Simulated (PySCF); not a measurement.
Species: C₂H₆OSi.
SMILES: `C=CO[SiH3]`

The closed-shell SCF was solved with PySCF and density fitting under several settings on one GFN2-xTB geometry (grid level 2 and gas phase unless stated).

```json
{"settings": "PBE0/pcSseg-1", "basis functions": "105", "SCF cycles": "14", "E (Eh)": "-444.1967", "HOMO (eV)": "-7.04", "LUMO (eV)": "0.38", "dipole (D)": "0.53"}
{"settings": "wB97X-D/def2-SVPD", "basis functions": "135", "SCF cycles": "13", "E (Eh)": "-444.2757", "HOMO (eV)": "-8.94", "LUMO (eV)": "1.95", "dipole (D)": "0.47"}
```

Estimate the rows for these settings: (1) PBE0/pcSseg-2, start guess atom; (2) revPBE/6-311G**, fitting basis def2-universal-jkfit.

```json
{"settings": "PBE0/pcSseg-2, start guess atom", "basis functions": "235", "SCF cycles": "10", "E (Eh)": "-444.3070", "HOMO (eV)": "-7.07", "LUMO (eV)": "0.08", "dipole (D)": "0.44"}
{"settings": "revPBE/6-311G**, fitting basis def2-universal-jkfit", "basis functions": "116", "SCF cycles": "10", "E (Eh)": "-444.4609", "HOMO (eV)": "-5.67", "LUMO (eV)": "-0.47", "dipole (D)": "0.47"}
```

Over all rows, what range does the HOMO–LUMO gap span?

From 5.20 eV (revPBE/6-311G**, fitting basis def2-universal-jkfit) to 10.89 eV (wB97X-D/def2-SVPD). The functional of the narrowest has no exact exchange, that of the widest range-separated exact exchange.

And the dipole moment?

From 0.44 D (PBE0/pcSseg-2, start guess atom) to 0.53 D (PBE0/pcSseg-1); the largest is 1.20 times the smallest, and the median is 0.47 D.

Compare two rows with the functional PBE0: PBE0/pcSseg-2, start guess atom and PBE0/pcSseg-1. Which energy is lower, and by how much?

PBE0/pcSseg-2, start guess atom (235 functions) lies 0.1103 Eh or 69 kcal/mol below PBE0/pcSseg-1 (105 functions).

wB97X-D ran without the empirical dispersion term, which would shift the total energy alone. Cycle counts include a coarse-grid stage where the run had one. All basis functions are spherical, in the Pople sets too.

Conformer computed: `[CH2:1]=[CH:2][O:3][SiH3:4]`: C1–C2–O3–Si4 0°.

One conformer stands for the species.
